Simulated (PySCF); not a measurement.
How methods differ on the excitation energy of Dy

Dy [Xe] 4f10 6s2 (high-spin determinant) → Dy [Xe] 4f9 6s2 7s1 (high-spin determinant), as a difference of total energies. Computed with PySCF 2.14 in x2c-TZVPPall with one added diffuse shell each of s, p, d, f type (12s8p8d5f2g, 129 functions), with scalar relativity by spin-free X2C-1e. The calculations carry no spin-orbit coupling.

| method | excitation energy (eV) |
| --- | --- |
| LDA | 6.566 |
| PBE | 6.373 |
| PBE0 | 5.332 |
| r2SCAN | 6.110 |

The upper state lies above the first ionisation limit, where it may autoionise and the basis confines it. A Rydberg-like electron needs more diffuse functions than a valence basis has.

The promoted electron is Rydberg-like, and one or two diffuse shells describe it only roughly, which tends to raise the upper state.

The determinant of the upper state and of the lower state mixes LS terms, which raises its energy above the lowest term, most at the Hartree-Fock and MP2 levels.
